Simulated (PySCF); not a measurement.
Ionisation energy along the 25-electron series

Calculated with PySCF 2.14 and a two-component X2C-1e Hamiltonian (Gaussian nucleus, no Breit or QED terms), each ion in its own even-tempered basis scaled to its charge; GMP2 freezes [Ne] and drops the highest virtual spinors. Values in eV. NIST values: (m) measured, (s) semi-empirical, (t) theoretical.

```json
{"ion": "Cs³⁰⁺", "configuration": "[Ar] 3d7", "GHF (spin-free)": "1848.8", "GMP2 (spin-free)": "1849.8", "GHF (screened spin-orbit)": "1848.8", "GMP2 (screened spin-orbit)": "1849.4", "NIST": "1848 ± 4 (t)"}
{"ion": "Ba³¹⁺", "configuration": "[Ar] 3d7", "GHF (spin-free)": "1958.4", "GMP2 (spin-free)": "1959.5", "GHF (screened spin-orbit)": "1958.1", "GMP2 (screened spin-orbit)": "1958.8", "NIST": "1958 ± 4 (t)"}
{"ion": "La³²⁺", "configuration": "[Ar] 3d7", "GHF (spin-free)": "2071.2", "GMP2 (spin-free)": "2072.2", "GHF (screened spin-orbit)": "2070.5", "GMP2 (screened spin-orbit)": "2071.1", "NIST": "2069 ± 4 (t)"}
```

Between Z = 55 and Z = 57 the GMP2 (screened spin-orbit) value grows as Z to the power 3.17.
